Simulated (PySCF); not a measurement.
Sn(Cl)3(SeH) (Cl3HSeSn), SMILES [Cl][Sn]([Cl])([Cl])[SeH].

Coordinates come from a B3LYP-D3(BJ)/def2-SVP optimisation. The structure was generated by enumeration; whether it is a known compound was not checked. The def2 effective core potentials stand for the cores of Sn; spin–orbit coupling is left out. One conformer was computed; it need not be the lowest.

Computed with C-PCM-M06-2X/def2-SVP (PySCF 2.14.0).

The values are the electrostatic part of the solvation free energy, E(continuum) − E(gas) at the gas-phase geometry, in a cavity of scaled van der Waals radii (PySCF's table); cavitation and dispersion terms are not included. A continuum can't describe solvent molecules that bind to the metal. In vacuum the orbital gap is 6.95 eV. The dipole moment in vacuum is 2.11 D.

```tsv
solvent	ε	ΔG(elec) (kcal/mol)	dipole (D)	gap (eV)
water	78.36	-4.6	2.90	6.81
tetrahydrofuran	7.43	-3.9	2.77	6.83
chloroform	4.71	-3.5	2.70	6.84
```
